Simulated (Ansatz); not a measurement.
SnAu₂, relaxed as a singlet with RKS B3LYP-D4/def2-TZVP in Ansatz, starting from the GFN2-xTB geometry. Force threshold 0.02 eV/Å.

In the def2 sets Au, Sn take a core potential; there is no spin–orbit coupling. The relaxation made no stability test and no search for a lower SCF solution. The structure comes from a short search, and lower isomers may exist.

Start:

```
atom   x (Å)   y (Å)   z (Å)
 Au1  -0.493   1.926   0.011
 Au2  -0.158  -1.748   0.934
 Sn3   0.651  -0.178  -0.945
```

```tsv
step	energy (eV)	largest force component (eV/Å)	SCF passes
1	-13225.9244	0.065	17
2	-13225.9277	0.016	23
```

Force components are those of the run's own axes.

End:

```xyz
3

Au   -0.498    1.891    0.033
Au   -0.170   -1.709    0.937
Sn    0.668   -0.183   -0.970
```

By distances, no bond broke or formed. The bond that changes most is Au1–Sn3, from 2.58 to 2.58 Å (atoms count from 1).

No frequencies were taken in this run, so the end may be a saddle point.

Run time 3.9 s (4 threads of Arm Neoverse V2 on a shared host).
